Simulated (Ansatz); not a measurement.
GaSO (SMILES [O]1[S][Ga]1), doublet: a trajectory.

The input file, in.yaml:

```yaml
crystal:
  periodic: [false, false, false]
  atoms:
    - {symbol: O, position_ang: [0.521140, 0.552620, 0.347820]}
    - {symbol: S, position_ang: [-0.878440, 0.824410, -0.389800]}
    - {symbol: Ga, position_ang: [0.357300, -1.377030, 0.041980]}
basis:
  gaussian: {orbitals: def2-SVPD}
magnetization: {spin_polarized: true, initial_magnetization: 1}
hamiltonian: {xc: {name: BLYP}, dispersion: d4}
md: {n_steps: 30, timestep: 0.25, temperature: 1000, ensemble: nvt_nose_hoover, seed: 111, initial_velocities: maxwell_boltzmann}
```

Run by:

```bash
ansatz run in.yaml --threads 2 --pin off --events-out ev --progress --plain --max-ram 3481MiB
```

What Ansatz 0.2.0 printed:

```
Functional definition: BLYP
  name "BLYP"
  cite "Becke, Phys. Rev. A 38, 3098 (1988) doi:10.1103/PhysRevA.38.3098"
  cite "Lee, Yang & Parr, Phys. Rev. B 37, 785 (1988) doi:10.1103/PhysRevB.37.785"
  parameter beta = 0.0042
  parameter a = 0.04918
  parameter b = 0.132
  parameter c = 0.2533
  parameter d = 0.349
  exchange = b88_x(beta = beta)
  correlation = lyp_c(a = a, b = b, c = c, d = d)
870 factors; their error is unknown
mean field evaluation 1: about -65242.8861 eV, gradient 4.7e1 eV
mean field evaluation 2: about -65101.7309 eV, gradient 1.4e2 eV
mean field evaluation 4: about -65249.5660 eV, gradient 1.9e1 eV
mean field evaluation 8: about -65250.6388 eV, gradient 1.5e-1 eV
mean field evaluation 16: about -65250.6111 eV, gradient 2.1e-4 eV
mean field evaluation 32: about -65249.9003 eV, gradient 6.6e-1 eV
mean field -65250.61107604 eV, -2397.9157285918 hartree, gradient 3.2e-5 eV, S^2 0.753456; 4 other end points of the search recorded, 0 dependent functions left out
the calculation of the forces begins
reference -65250.61134508 eV, -2397.9157384789 hartree; 28, 27 occupied and 60, 61 virtual orbitals, 870 factors
md step     0: t =     0.00 fs  T =  1000.0 K  F+E_penalty+E_count = -65250.77404368 eV  E_kin = 0.129260 eV  conserved = -65250.64478368 eV  (94 SCF iters)
md step     1: t =     0.25 fs  T =  1056.3 K  F+E_penalty+E_count = -65250.78132879 eV  E_kin = 0.136542 eV  conserved = -65250.64478634 eV  (39 SCF iters)
md step     2: t =     0.50 fs  T =  1112.0 K  F+E_penalty+E_count = -65250.78853228 eV  E_kin = 0.143743 eV  conserved = -65250.64478869 eV  (40 SCF iters)
md step     3: t =     0.75 fs  T =  1166.8 K  F+E_penalty+E_count = -65250.79561251 eV  E_kin = 0.150821 eV  conserved = -65250.64479113 eV  (40 SCF iters)
md step     4: t =     1.00 fs  T =  1220.3 K  F+E_penalty+E_count = -65250.80252904 eV  E_kin = 0.157735 eV  conserved = -65250.64479342 eV  (40 SCF iters)
md step     5: t =     1.25 fs  T =  1272.2 K  F+E_penalty+E_count = -65250.80924373 eV  E_kin = 0.164446 eV  conserved = -65250.64479557 eV  (39 SCF iters)
md step     6: t =     1.50 fs  T =  1322.3 K  F+E_penalty+E_count = -65250.81572080 eV  E_kin = 0.170919 eV  conserved = -65250.64479757 eV  (40 SCF iters)
md step     7: t =     1.75 fs  T =  1370.3 K  F+E_penalty+E_count = -65250.82192677 eV  E_kin = 0.177121 eV  conserved = -65250.64479918 eV  (40 SCF iters)
md step     8: t =     2.00 fs  T =  1415.9 K  F+E_penalty+E_count = -65250.82783149 eV  E_kin = 0.183021 eV  conserved = -65250.64480080 eV  (41 SCF iters)
md step     9: t =     2.25 fs  T =  1459.0 K  F+E_penalty+E_count = -65250.83340706 eV  E_kin = 0.188590 eV  conserved = -65250.64480222 eV  (40 SCF iters)
md step    10: t =     2.50 fs  T =  1499.3 K  F+E_penalty+E_count = -65250.83862872 eV  E_kin = 0.193805 eV  conserved = -65250.64480345 eV  (40 SCF iters)
md step    11: t =     2.75 fs  T =  1536.8 K  F+E_penalty+E_count = -65250.84347468 eV  E_kin = 0.198643 eV  conserved = -65250.64480449 eV  (40 SCF iters)
md step    12: t =     3.00 fs  T =  1571.1 K  F+E_penalty+E_count = -65250.84792623 eV  E_kin = 0.203085 eV  conserved = -65250.64480533 eV  (40 SCF iters)
md step    13: t =     3.25 fs  T =  1602.3 K  F+E_penalty+E_count = -65250.85196756 eV  E_kin = 0.207115 eV  conserved = -65250.64480590 eV  (40 SCF iters)
md step    14: t =     3.50 fs  T =  1630.2 K  F+E_penalty+E_count = -65250.85558617 eV  E_kin = 0.210722 eV  conserved = -65250.64480637 eV  (40 SCF iters)
md step    15: t =     3.75 fs  T =  1654.8 K  F+E_penalty+E_count = -65250.85877214 eV  E_kin = 0.213893 eV  conserved = -65250.64480657 eV  (40 SCF iters)
md step    16: t =     4.00 fs  T =  1675.9 K  F+E_penalty+E_count = -65250.86151878 eV  E_kin = 0.216624 eV  conserved = -65250.64480668 eV  (40 SCF iters)
md step    17: t =     4.25 fs  T =  1693.6 K  F+E_penalty+E_count = -65250.86382194 eV  E_kin = 0.218909 eV  conserved = -65250.64480661 eV  (40 SCF iters)
md step    18: t =     4.50 fs  T =  1707.8 K  F+E_penalty+E_count = -65250.86568026 eV  E_kin = 0.220748 eV  conserved = -65250.64480639 eV  (40 SCF iters)
md step    19: t =     4.75 fs  T =  1718.6 K  F+E_penalty+E_count = -65250.86709491 eV  E_kin = 0.222141 eV  conserved = -65250.64480602 eV  (40 SCF iters)
md step    20: t =     5.00 fs  T =  1725.9 K  F+E_penalty+E_count = -65250.86806919 eV  E_kin = 0.223092 eV  conserved = -65250.64480518 eV  (40 SCF iters)
md step    21: t =     5.25 fs  T =  1729.9 K  F+E_penalty+E_count = -65250.86860965 eV  E_kin = 0.223607 eV  conserved = -65250.64480454 eV  (39 SCF iters)
md step    22: t =     5.50 fs  T =  1730.6 K  F+E_penalty+E_count = -65250.86872398 eV  E_kin = 0.223693 eV  conserved = -65250.64480377 eV  (40 SCF iters)
md step    23: t =     5.75 fs  T =  1728.0 K  F+E_penalty+E_count = -65250.86842220 eV  E_kin = 0.223362 eV  conserved = -65250.64480289 eV  (40 SCF iters)
md step    24: t =     6.00 fs  T =  1722.3 K  F+E_penalty+E_count = -65250.86771616 eV  E_kin = 0.222625 eV  conserved = -65250.64480192 eV  (40 SCF iters)
md step    25: t =     6.25 fs  T =  1713.6 K  F+E_penalty+E_count = -65250.86661939 eV  E_kin = 0.221495 eV  conserved = -65250.64480088 eV  (39 SCF iters)
md step    26: t =     6.50 fs  T =  1701.9 K  F+E_penalty+E_count = -65250.86514682 eV  E_kin = 0.219987 eV  conserved = -65250.64479972 eV  (40 SCF iters)
md step    27: t =     6.75 fs  T =  1687.4 K  F+E_penalty+E_count = -65250.86331489 eV  E_kin = 0.218119 eV  conserved = -65250.64479851 eV  (40 SCF iters)
md step    28: t =     7.00 fs  T =  1670.3 K  F+E_penalty+E_count = -65250.86114114 eV  E_kin = 0.215907 eV  conserved = -65250.64479723 eV  (40 SCF iters)
md step    29: t =     7.25 fs  T =  1650.7 K  F+E_penalty+E_count = -65250.85864420 eV  E_kin = 0.213371 eV  conserved = -65250.64479590 eV  (40 SCF iters)
md step    30: t =     7.50 fs  T =  1628.7 K  F+E_penalty+E_count = -65250.85584357 eV  E_kin = 0.210530 eV  conserved = -65250.64479453 eV  (83 SCF iters)
Total energy: -65250.85611378 eV, -2397.9247335625 hartree
Atom 0 at     0.594153     0.611719     0.394500 Å, force    -0.854967     0.259976    -0.440080 eV/Å
Atom 1 at    -0.902987     0.815174    -0.404304 Å, force     0.803129     0.002527     0.441008 eV/Å
Atom 2 at     0.351833    -1.386345     0.037938 Å, force     0.051837    -0.262503    -0.000928 eV/Å
Dipole moment:    -0.024678    -0.419877    -0.060527 e Å

[the SCF lines of later steps are left out]
```

The lines “mean field evaluation” count trial sets of orbitals through the whole run, from several starts and some on an approximate energy, so they need not fall steadily or lie above the final value.

The run took about 74 s on 2 CPU threads of an Intel Xeon Platinum 8259CL (shared host).
